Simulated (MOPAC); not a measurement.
Job for MOPAC: AM1 on H2OSTe (SMILES O[Te]S), a point of a torsion scan.

```
AM1 1SCF PRECISE CHARGE=0 THREADS=1
H2OSTe

O     -1.12459466 1     0.54610782 1    -0.28237082 1
Te    -0.39194637 1    -1.11902059 1    -1.14344064 1
S      1.31129909 1     0.03419830 1    -2.28912593 1
H     -2.06473429 1     0.44858368 1    -0.13779268 1
H      0.62400725 1     0.40920836 1    -3.36613404 1
```

The log:

```
*******************************************************************************
 **                                                                           **
 **                              MOPAC v23.2.5                                **
 **                                                                           **
 *******************************************************************************
 ** MOPAC's Digital Object Identifier: https://doi.org/10.5281/zenodo.6511958 **
 **                                                                           **
 ** Please cite the open-source release paper for use of this MOPAC version:  **
 ** J. E. Moussa and J. J. P. Stewart (2026)                                  **
 ** MOPAC: An open-source semiempirical molecular orbital program             **
 ** J. Open Source Softw., 11(119), 8025, https://doi.org/10.21105/joss.08025 **
 *******************************************************************************

                              AM1 CALCULATION RESULTS

 *******************************************************************************
 *  AM1        - The AM1 Hamiltonian to be used
 *
 *
 *
 *                 CHARGE ON SYSTEM = 0
 *
 *
 *
 *  PRECISE    - TIGHTER CRITERIA TO BE USED
 *  1SCF       - DO 1 SCF AND THEN STOP
 *  THREADS=1  - MULTI-THREADING NOT USED
 *  T=         - A TIME OF 172800.0 SECONDS REQUESTED
 *  DUMP=N     - RESTART FILE WRITTEN EVERY 7200.0 SECONDS REQUESTED
 *******************************************************************************
AM1 1SCF PRECISE CHARGE=0 THREADS=1
 H2OSTe

   ATOM   CHEMICAL          X               Y               Z
  NUMBER   SYMBOL      (ANGSTROMS)     (ANGSTROMS)     (ANGSTROMS)

     1       O         -1.12459466  *   0.54610782  *  -0.28237082  *
     2      Te         -0.39194637  *  -1.11902059  *  -1.14344064  *
     3       S          1.31129909  *   0.03419830  *  -2.28912593  *
     4       H         -2.06473429  *   0.44858368  *  -0.13779268  *
     5       H          0.62400725  *   0.40920836  *  -3.36613404  *



          CARTESIAN COORDINATES

    NO.       ATOM           X           Y           Z

     1         O         -1.1246      0.5461     -0.2824
     2        Te         -0.3919     -1.1190     -1.1434
     3         S          1.3113      0.0342     -2.2891
     4         H         -2.0647      0.4486     -0.1378
     5         H          0.6240      0.4092     -3.3661

  H: (AM1): M.J.S. DEWAR ET AL, J. AM. CHEM. SOC. 107 3902-3909 (1985)
  O: (AM1): M.J.S. DEWAR ET AL, J. AM. CHEM. SOC. 107 3902-3909 (1985)
  S: (AM1): M.J.S. DEWAR, Y-C YUAN, INORGANIC CHEMISTRY, 29, 3881:3890,  (1990)
 Te: (AM1): J. J. P. STEWART, J. MOL. MOD., 10, 155-164 (2004)

           Empirical Formula: H2 O Te S  =     5 atoms



      MOLECULAR POINT GROUP   :   C1


      RHF CALCULATION, NO. OF DOUBLY OCCUPIED LEVELS = 10


 -------------------------------------------------------------------------------
 AM1 1SCF PRECISE CHARGE=0 THREADS=1
 H2OSTe



     1SCF WAS SPECIFIED, SO BFGS WAS NOT USED
     SCF FIELD WAS ACHIEVED


                              AM1 CALCULATION
                                                       MOPAC v23.2.5 Linux




          FINAL HEAT OF FORMATION =        -28.61997 KCAL/MOL =    -119.74595 KJ/MOL


          COSMO AREA              =        111.38 SQUARE ANGSTROMS
          COSMO VOLUME            =         99.93 CUBIC ANGSTROMS

          IONIZATION POTENTIAL    =          7.407663 EV
          HOMO LUMO ENERGIES (EV) =         -7.408 -2.006
          NO. OF FILLED LEVELS    =         10
          MOLECULAR WEIGHT        =        177.6752         POINT GROUP:  C1

          MOLECULAR DIMENSIONS (Angstroms)

            Atom       Atom       Distance
            H     5    H     4     4.20156
           Te     2    H     4     1.67786
            S     3   Te     2     0.97996


          SCF CALCULATIONS        =          1





   ATOM   CHEMICAL          X               Y               Z
  NUMBER   SYMBOL      (ANGSTROMS)     (ANGSTROMS)     (ANGSTROMS)

     1       O         -1.12459466  *   0.54610782  *  -0.28237082  *
     2      Te         -0.39194637  *  -1.11902059  *  -1.14344064  *
     3       S          1.31129909  *   0.03419830  *  -2.28912593  *
     4       H         -2.06473429  *   0.44858368  *  -0.13779268  *
     5       H          0.62400725  *   0.40920836  *  -3.36613404  *

                             CARTESIAN COORDINATES

   1    O       -1.124594660     0.546107820    -0.282370820
   2   Te       -0.391946370    -1.119020590    -1.143440640
   3    S        1.311299090     0.034198300    -2.289125930
   4    H       -2.064734290     0.448583680    -0.137792680
   5    H        0.624007250     0.409208360    -3.366134040


           Empirical Formula: H2 O Te S  =     5 atoms



      MOLECULAR POINT GROUP   :   C1


                  EIGENVALUES
 -35.80359 -24.05356 -18.31376 -16.67774 -14.20814 -12.98134 -12.53434 -10.82880
  -9.64432  -7.40766  -2.00582  -0.48904   1.34941   5.60929


              NET ATOMIC CHARGES AND DIPOLE CONTRIBUTIONS

  ATOM NO.   TYPE          CHARGE      No. of ELECS.   s-Pop       p-Pop
    1          O          -0.495135        6.4951     1.89071     4.60442
    2         Te           0.451728        5.5483     1.94592     3.60235
    3          S          -0.208947        6.2089     1.91992     4.28902
    4          H           0.201955        0.7980     0.79805
    5          H           0.050399        0.9496     0.94960
 DIPOLE           X         Y         Z       TOTAL
 POINT-CHG.    -1.344    -3.227    -0.461     3.526
 HYBRID        -1.195     1.407    -0.611     1.945
 SUM           -2.539    -1.819    -1.072     3.302


          ATOMIC ORBITAL ELECTRON POPULATIONS

     Atom    s        px        py        pz
    1  O   1.89071   1.27128   1.46425   1.86890
    2 Te   1.94592   1.31306   0.85103   1.43826
    3  S   1.91992   1.23788   1.74988   1.30126
    4  H   0.79805
    5  H   0.94960

 **********************
 *                    *
 * JOB ENDED NORMALLY *
 *                    *
 **********************




 == MOPAC DONE ==
```

The run finished.

Cost: about 0.010 core-seconds (a rough figure).
